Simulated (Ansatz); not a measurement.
A structure relaxed at r2SCAN-D4/def2-SVP in Ansatz, charge 1, singlet:

```xyz
7

V     1.466   -0.651    1.224
B    -1.531    0.675   -0.007
B     1.385    0.513   -0.308
B    -1.231   -0.680   -0.731
B    -0.088    1.027   -0.638
B     0.348   -0.856   -0.472
B    -0.349   -0.028    0.932
```

Task: Give its formula.

Result: VB₆⁺.

Task: Summarise the bond lengths by kind (pairs closer than 1.2 times the sum of covalent radii, bridged metal pairs left out).

Result: 10 × B–B 1.57 to 1.99 Å; 3 × B–V 1.93 to 2.04 Å. The metal has 4 neighbours: B 1.93 Å, B 2.95 Å, B 2.04 Å, B 1.94 Å.

The restricted singlet is unstable towards broken spin symmetry at other levels; at r2SCAN-D4/def2-SVP this wasn't settled. The relaxation made no stability test and no search for a lower SCF solution. No other spin state of charge 1 was run. Another isomer (singlet) lies 0.32 eV lower at PBE0-D4/def2-TZVP; other spin states weren't run for this one.
